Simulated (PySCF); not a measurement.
**Phosphorus: a sound run and one with changed settings**

Sound run: P⁺ [Ne] 3s2 3p2, P²⁺ [Ne] 3s2 3p1. Computed with PySCF 2.14 in cc-pVDZ-DK (4s3p1d, 18 functions), with the spin-free X2C one-electron Hamiltonian (Gaussian nucleus). In the sound run the correlated levels freeze [Ne]. The sound run starts from symmetry-adapted Hartree-Fock orbitals and uses a fine grid where one is needed.

Changed run: no relativity, point nucleus. This setting is unsound on purpose.

```csv
species,method,sound run (hartree),changed run (hartree),converged
P⁺,UHF,-341.15877,-340.16394,yes
P⁺,B3LYP,-341.71765,-340.72333,yes
P⁺,LDA,-340.40447,-339.41069,yes
P⁺,MP2,-341.20817,-340.21335,yes
P⁺,CCSD(T),-341.22954,-340.23481,yes
P²⁺,UHF,-340.45437,-339.45911,yes
P²⁺,B3LYP,-340.99148,-339.99670,yes
P²⁺,LDA,-339.67578,-338.68146,yes
P²⁺,MP2,-340.49260,-339.49738,yes
P²⁺,CCSD(T),-340.51279,-339.51771,yes
```

Ionisation energy of P⁺:

```csv
method,sound run (eV),changed run (eV)
UHF,19.168,19.179
B3LYP,19.760,19.773
LDA,19.829,19.844
MP2,19.472,19.482
SCS-MP2,19.395,19.406
CCSD,19.495,19.505
CCSD(T),19.504,19.513
```

Most of the change in total energy is the relativistic energy itself. On top of that the contraction fixes the core shape for the Hamiltonian it was made with, so the changed run is not a good calculation with the other Hamiltonian either.

For comparison, NIST gives 19.769 eV between the lowest levels.
